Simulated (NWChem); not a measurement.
CaO; SMILES [O]=[Ca]

```xyz
2

Ca     0.0000     0.0000    -0.5161
O      0.0000     0.0000     1.3070
```
Atoms are numbered in this order, from 1.

Coordinates come from a PBE-D3(BJ)/def2-SVP optimisation.

### Question
List the 4 lowest vertical singlet excitations from PBE/def2-TZVPD, TDA (NWChem).

### Answer
```json
[
 {"state": "S1", "energy (eV)": "1.54", "oscillator strength": "0.003", "leading excitation (squared amplitude)": "HOMO−1 → LUMO (0.99)"},
 {"state": "S2", "energy (eV)": "1.54", "oscillator strength": "0.003", "leading excitation (squared amplitude)": "HOMO−2 → LUMO (0.99)"},
 {"state": "S3", "energy (eV)": "1.90", "oscillator strength": "0.082", "leading excitation (squared amplitude)": "HOMO → LUMO (0.93)"},
 {"state": "S4", "energy (eV)": "3.09", "oscillator strength": "0.033", "leading excitation (squared amplitude)": "HOMO → LUMO+1 (1.00)"}
]
```
